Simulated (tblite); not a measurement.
A structure optimised at GFN2-xTB (Å):
```
atom  x, y, z in Å
C1     2.4768    0.6162   -0.1405
C2     2.3374   -0.6677   -0.5756
C3     1.0473   -1.2103   -0.5791
C4    -0.0018   -0.4288   -0.1511
C5     0.2045    0.8805    0.2848
C6     1.4785    1.4387    0.2981
O7    -0.9336    1.5092    0.6720
C8    -2.0270    0.6041    0.5068
C9    -1.4722   -0.7240   -0.0489
H10    3.1772   -1.2571   -0.9072
H11    0.8856   -2.2247   -0.9128
H12    1.6407    2.4493    0.6353
H13   -2.7441    1.0699   -0.1761
H14   -2.5063    0.4778    1.4825
H15   -1.6700   -1.5601    0.6239
H16   -1.9007   -0.9640   -1.0236
```

Doublet state.

Question: Which heavy atoms are bonded, and with what formal order?

Answer: C1–C2 1.36 Å (aromatic); C2–C3 1.40 Å (aromatic); C3–C4 1.38 Å (aromatic); C4–C5 1.40 Å (aromatic); C5–C6 1.39 Å (aromatic); C5–O7 1.36 Å (single); O7–C8 1.43 Å (single); C8–C9 1.54 Å (single); C1–C6 1.37 Å (aromatic); C4–C9 1.50 Å (single). Bonds to hydrogen (Å): C2–H10 1.08; C3–H11 1.08; C6–H12 1.08; C8–H13 1.09; C8–H14 1.09; C9–H15 1.09; C9–H16 1.09. The orders are those of one drawing; other resonance forms can be drawn.

Question: Give the structure as a SMILES string.

Answer: `[c]1ccc2c(c1)OCC2`, C8H7O.

Question: What is the point group of this geometry?

Answer: Cs (every atom within 0.08 Å of its image).

Question: Which rings does it hold?

Answer: C4–C5–O7–C8–C9 (5 members, 0.00 Å rms from planarity); C1–C2–C3–C4–C5–C6 (6 members, 0.00 Å rms from planarity).

Question: Describe the place of each heavy atom.

Answer: C1: carbon bonded to 2 C; C2: carbon bonded to 2 C and H; C3: carbon bonded to 2 C and H; C4: carbon bonded to 3 C; C5: carbon bonded to 2 C and O; C6: carbon bonded to 2 C and H; O7: oxygen bonded to 2 C; C8: carbon bonded to C, O and 2 H; C9: carbon bonded to 2 C and 2 H.

Question: What is the arrangement about C9?

Answer: It has 4 neighbours (C8, C4, H15, H16) and is distorted tetrahedral (angles from 102.0° to 111.9°).

Question: What is the arrangement about C2?

Answer: It has 3 neighbours (C1, C3, H10) and is planar (angles 122.2°, 120.3° and 117.4°, sum 360.0°, 0.00 Å off the plane of its three neighbours).

The numbers are calculated, not measured.
